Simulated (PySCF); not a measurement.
From one molecule to another.

First species: C₅H₉F₃Si₂.
InChI=1S/C5H9F3Si2/c1-2-10-4(9)3-5(6,7)8/h1,4H,3,10H2,9H3/t4-/m0/s1

Second species: C7H9OP.
Atom-mapped SMILES: `[CH:1]#[C:2][P@@:3](=[O:4])([CH:5]=[CH2:6])/[CH:7]=[CH:8]/[CH3:9]` (hydrogens: H10 on C1; H11 on C5; H12, H13 on C6; H14 on C7; H15 on C8; H16, H17, H18 on C9)

Levels: PBE0/pcSseg-1 for dipole moment, HOMO energy, LUMO energy and HOMO–LUMO gap; GFN2-xTB for rotational constant A and rotational constant C. Geometries: GFN2-xTB. Each structure is a single optimised conformer of the isolated species, non-relativistic unless stated; the electronic structure was computed with PySCF and density fitting.

The conformers computed, where there is a choice (atom-mapped SMILES and torsion angles):
- `[CH:1]#[C:2][SiH2:3][C@H:4]([SiH3:5])[CH2:6][C:7]([F:8])([F:9])[F:10]`: C2–Si3–C4–Si5 67°, Si3–C4–C6–C7 -178°, C4–C6–C7–F8 165°
- `[CH:1]#[C:2][P@@:3](=[O:4])([CH:5]=[CH2:6])/[CH:7]=[CH:8]/[CH3:9]`: C2–P3–C5–C6 -130°, C2–P3–C7–C8 131°

Values for the first species:

```
Dipole moment         : 2.04 D
HOMO energy           : -8.37 eV
LUMO energy           : -0.35 eV
HOMO–LUMO gap         : 8.02 eV
Rotational constant A : 1.404 GHz
Rotational constant C : 0.518 GHz
```

Question: Estimate the same properties for the second species, and the change in each.

Answer: 
| property | first | second | second less first |
| --- | --- | --- | --- |
| dipole moment | 2.04 D | 3.64 D | +1.60 D |
| HOMO energy | -8.37 eV | -7.84 eV | +0.53 eV |
| LUMO energy | -0.35 eV | -0.84 eV | -0.49 eV |
| HOMO–LUMO gap | 8.02 eV | 7.00 eV | -1.02 eV |
| rotational constant A | 1.404 GHz | 1.725 GHz | +0.321 GHz |
| rotational constant C | 0.518 GHz | 0.768 GHz | +0.250 GHz |

On the first: The dipole matches unit charges of opposite sign 0.43 Å apart (1 e·Å = 4.8032 D).

On the second: A dipole of 3.64 D is allowed in C1, and pure rotational transitions are dipole-allowed. In atomic units the dipole is 1.43 e·bohr (1 au = 2.5417 D).
